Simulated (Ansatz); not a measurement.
Frontier orbitals of `[GaH2][GaH][GeH3]`.

Total charge 0; spin multiplicity 1. Correlated methods include outer-core shells of Ga, Ge, which these sets cover unevenly. Scalar relativity is left out up to krypton. The geometry is a stationary point of PBE0-D4/def2-TZVP. Basis def2-TZVPP, the Gaussian-basis code of Ansatz.

Orbital energies of one run (eV). Highest occupied ones, from the top: -7.01, -8.09, -8.81, -9.74, -9.74, -11.56, -13.18, -15.75, -23.39, -23.55, -23.60, -23.69, -23.72, -23.79. Empty: -2.19, -1.97, 0.28, 1.02, 1.52, 1.76.

(1) Which functional gave them?
A. r2SCAN
B. BHLYP
C. r2SCAN0
D. BLYP

## Answers

(1) C. HOMO energies: r2SCAN0 -7.01, BLYP -5.75, r2SCAN -6.14, BHLYP -7.68 eV.
